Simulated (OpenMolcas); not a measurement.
# Rh4+ in a point-charge field

Rh4+ among 6 point charges of -1.7 e arranged as a trigonal prism (D3h), 2.07 Å from the ion, with a polar angle of 56.5° against the regular 49.1°.

* Program: OpenMolcas
* Method: SS-CASPT2, IPEA 0.25 Eh, imaginary shift 0.1 Eh (closed shells correlated: 4s 4p)
* Basis: ANO-RCC-VDZP [6s5p3d1f]
* Scalar Hamiltonian: DKH2, point nucleus
* Active space: 5 electrons in 5 orbitals (4d)
* State averaging: 2S+1 = 6 even, 1 root; 2S+1 = 4 even, 24 roots; 2S+1 = 2 even, 75 roots
* Spin-orbit coupling: RASSI with atomic mean-field integrals over the reference wave functions

The lowest spin-free states (labels of D3, the rotations of D3h), above the lowest:

| State | Degeneracy | E (cm-1) | Free-ion L (%) |
| --- | --- | --- | --- |
| 6A1 | 1 | 0 | S (100) |
| 4E | 2 | 26970 | G (83) |
| 4E | 2 | 27930 | G (99) |
| 4E | 2 | 28010 | G (100) |
| 4A1 | 1 | 28180 | G (100) |
| 4A2 | 1 | 28190 | G (100) |
| 4A1 | 1 | 28200 | G (100) |
| 4A2 | 1 | 31480 | P (100) |
| 4E | 2 | 33130 | D (97) |
| 4E | 2 | 33240 | P (60) |
| 4A1 | 1 | 33610 | D (100) |
| 4E | 2 | 34010 | D (73) |
| 2E | 2 | 40020 | I (90) |
| 2E | 2 | 40330 | I (88) |
| 2A1 | 1 | 40560 | I (92) |
| 2A2 | 1 | 40580 | I (92) |
| 2E | 2 | 40830 | I (94) |
| 2S+1 = 2 | 2 | 41010 | I (100) |
| 2E | 2 | 41170 | I (99) |
| 2A1 | 1 | 41440 | I (100) |

The lowest levels with spin-orbit coupling:

```
E (cm-1)  Degeneracy  Label  2S+1                g
       0           2   E1/2     6   2.00 5.99 5.99
       2           2   E3/2     6   0.00 0.00 5.99
       6           2   E1/2     6   0.00 0.00 9.99
   26340           2   E1/2     4   0.02 0.02 0.32
   26750           2   E1/2     4   0.88 0.88 3.51
   26830           2   E3/2     4   0.00 0.00 3.95
   27000           2   E1/2     4   0.00 0.00 7.41
   27630           2   E1/2     4   0.06 0.06 2.90
   27640           2   E1/2     4   0.03 0.03 1.69
   27730           2   E3/2     4   0.00 0.00 2.09
   27950           2   E1/2     4   0.20 0.20 6.29
   27990           2   E1/2     4   0.33 0.33 5.81
   28030           2   E3/2     4   0.00 0.00 0.29
   28060           2   E1/2     4  0.00 0.00 13.94
   28100           2   E1/2     4   0.07 0.07 8.95
   28120           2   E3/2     4  0.00 0.00 10.03
   28130           2   E1/2     4   1.88 4.61 4.61
   28240           2   E3/2     4  0.00 0.00 11.87
   28250           2   E3/2     4   0.00 0.00 5.68
   28260           2   E1/2     4   0.09 0.09 3.83
```

Powder χT (cm3 K/mol): 3.97 at 2 K, 4.34 at 10 K, 4.36 at 50 K, 4.36 at 100 K, 4.36 at 200 K, 4.36 at 300 K. The effective moment at 300 K is 2.828 √(χT) = 5.91 μB.

The lowest level has 2S+1 = 6, for which the spin-only value is χT = S(S+1) / 2 = 4.375 cm3 K/mol (g = 2). The computed 4.364 at 300 K differs by -0.011, through a little spin-orbit mixing out of the ground term, against the free-electron g of 2.0023, which raises it.

Roots that are degenerate in the reference are averaged as groups; the widest CASPT2 spread within a group is 36 cm-1 (the 2-fold group of multiplicity 2 near 46200 cm-1 above the lowest state of its run). Shifts and gaps below about the spread of the groups concerned are not significant. Point charges give a weaker field than real ligands, and real ions of this kind are as a rule low spin; the high spin found here belongs to the model. Free-ion shares, where given, are those of the reference states; single-state CASPT2 does not remix them. Point charges carry no covalency, so the field is a model and not that of real ligands. No measured value stands beside these numbers.

A state without a sure symmetry label is named by its multiplicity alone.
